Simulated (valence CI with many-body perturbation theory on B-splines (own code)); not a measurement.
# Re2+: input, log and results

Method: configuration interaction combined with many-body perturbation theory (CI+MBPT): five valence electrons over a frozen Dirac-Fock core [Xe] 4f14, radial functions for each j: 3 s, 3 p, 2 d, 2 f, with the one-electron correlation potential Σ1 (screened to all orders), the two-electron term Σ2, the three-electron term Σ3, Breit, model QED; selected single and double excitations, second order for the rest, scaled by the run's own slope (own B-spline code, finite nucleus).

Command, and the settings that its task file holds:

```sh
python run_cv.py task.json out
```

```
atom Re  Z=75  mass_number=187  rms_radius_fm=5.3698
core [Xe] 4f14
valence 5d5
avg = 1
basis = S
breit = 1
cap = 10000
capref = 1200
cscale = 1
de = 0.0
dress = 0
eps = 2e-08
extrap = 1
h = 0.27
hh = 1
l2 = 3
lcore = 6
maxit = 60
n2 = 5
natural = 1
nlev = 21
nno = [0, 0, 0, 0, 0]
nroot = 26
nsp = [3, 3, 2, 2, 0]
pt2 = 1
qed = 1
rpa = 1
s1 = 1
s2 = 1
s3 = 1
screen = 1
tol = 2e-05
whole = 1
```

It took 38 s on 1 thread of Intel(R) Xeon(R) 6975P-C (Granite Rapids), with other jobs on the host.

Log. The first blocks belong to the next ion, which gives the ionisation energy. Fields: 2J, parity (1 odd), roots, reference size, generating configurations, candidates as configurations/state functions, variational space P, stored matrix elements, Davidson steps; e2 is the range of second-order energies in hartree. The first line gives the box (bohr), its intervals, the orbitals and the steps of their self-consistent field. Window is the range of levels sought, series limit the energy at which the first omitted orbital would enter, core excitation an estimate of the first excitation out of the core, left out the lowest levels not solved, and shifts from estimates the range by which levels moved from their first estimate, all in cm⁻¹.

```
rmax 21.1 intervals 64 orbitals 17 references ['5d5', '5d4 6s', '5d3 6s2', '5d4 6p', '5d3 6s 6p'] scf 8 t 1.2
2J=0 par=0 roots 2 ref 19 generators 9 cand 576/1113 P 216/367 nnz 0 it 0
2J=0 par=0 roots 2 ref 19 generators 17 cand 640/1156 P 346/618 nnz 0 it 0
   second order: generators 24 cand 720/1184 e2 -0.00000 -0.00000
2J=2 par=0 roots 2 ref 37 generators 12 cand 619/2921 P 200/776 nnz 0 it 0
2J=2 par=0 roots 2 ref 37 generators 18 cand 646/2904 P 335/1381 nnz 0 it 5
   second order: generators 30 cand 820/3229 e2 -0.00001 -0.00000
reference levels 512, estimated 58, window 32608 1/cm; series limit 167755, core excitation 295927
2J=5 par=0 roots 7 ref 29 generators 12 cand 570/8366 P 337/3500 nnz 2.4e+06 it 4
2J=5 par=0 roots 7 ref 29 generators 31 cand 1598/23065 P 624/6493 nnz 6.2e+06 it 9
   second order: generators 79 cand 2894/49102 e2 -0.00003 -0.00001
2J=1 par=0 roots 4 ref 15 generators 11 cand 360/1529 P 486/2381 nnz 0 it 9
2J=1 par=0 roots 4 ref 15 generators 34 cand 1626/11584 P 711/3709 nnz 1.8e+06 it 6
   second order: generators 84 cand 2670/20189 e2 -0.00002 -0.00001
2J=3 par=0 roots 5 ref 24 generators 12 cand 472/5031 P 410/3522 nnz 2.3e+06 it 4
2J=3 par=0 roots 5 ref 24 generators 32 cand 1639/21060 P 685/5842 nnz 4.7e+06 it 9
   second order: generators 81 cand 2626/35537 e2 -0.00003 -0.00002
2J=7 par=0 roots 5 ref 23 generators 9 cand 366/3077 P 307/3516 nnz 2.6e+06 it 3
2J=7 par=0 roots 5 ref 23 generators 25 cand 1560/22288 P 584/6510 nnz 6.5e+06 it 10
   second order: generators 62 cand 2632/48123 e2 -0.00003 -0.00001
2J=11 par=0 roots 3 ref 8 generators 7 cand 475/3957 P 330/2830 nnz 1.8e+06 it 3
2J=11 par=0 roots 3 ref 8 generators 19 cand 1500/20211 P 463/4054 nnz 2.8e+06 it 8
   second order: generators 51 cand 2567/33091 e2 -0.00003 -0.00001
2J=9 par=0 roots 4 ref 17 generators 10 cand 297/2205 P 359/3487 nnz 2.5e+06 it 3
2J=9 par=0 roots 4 ref 17 generators 32 cand 1730/25800 P 593/5600 nnz 4.9e+06 it 13
   second order: generators 68 cand 2536/42415 e2 -0.00003 -0.00001
2J=13 par=0 roots 2 ref 3 generators 4 cand 358/2630 P 293/1833 nnz 0 it 3
2J=13 par=0 roots 2 ref 3 generators 18 cand 1370/15075 P 432/2846 nnz 1.5e+06 it 5
   second order: generators 44 cand 2152/23406 e2 -0.00002 -0.00001
left out: unestimated 52617, estimated 36532, shifts from estimates -11 to 1
operators 4.2
```

The Davidson iterations converged. The settings are bad on purpose, so the numbers may not be properties of the ion.

Set against measurement, 18 paired levels are off by 1625 cm⁻¹ on average, the worst by 4907. These come from a selection out of Brasseur, Gamrath and Quinet, At. Data Nucl. Data Tables 157, 101636 (2024). Levels without a partner in it may be off by more, other configurations by 1,000 to 8,000 cm⁻¹. Only levels of the ground parity were solved; by the run's estimate the other parity begins above the list, which can be wrong where configurations are misplaced. 11 measured levels below the end of the list, from 13614 cm⁻¹ on, found no clear computed partner, and computed levels of the same name lie up to 4071 cm⁻¹ from them.

| Item | Value |
| --- | --- |
| Valence energy | -9.94929 hartree |
| Ionisation energy | 27.216 eV (NIST: 27 ± 1.6 eV (theoretical)) |
| Reference configurations for the orbitals | 5d5, 5d4 6s, 5d3 6s2, 5d4 6p, 5d3 6s 6p |
| Radial orbitals | 17 |
| Box radius | 21.07 bohr |
| Largest variational space | 6510 |
| Lowest levels | 5d5 6S_5/2 0.0, 5d4 6s 6D_1/2 16199, 5d5 4G_5/2 17962, 5d4 6s 6D_3/2 18173, 5d5 4D_3/2 20462, 5d5 4G_7/2 20530, 5d4 6s 6D_5/2 [a] 20625, 5d4 6s 6D_5/2 [b] 20777, 5d5 4G_11/2 21515, 5d5 4D_1/2 [a] 21646, 5d5 4G_9/2 21697, 5d4 6s 6D_7/2 22711, 5d5 4D_7/2 24524, 5d4 6s 6D_9/2 24881 cm⁻¹ |

Names give the largest LS component (configuration and term), which can be under half, so a name can repeat, a term be missing and a line seem to break the LS rules; names also repeat where a configuration has a term twice. Letters in brackets count levels of one name in rising energy.
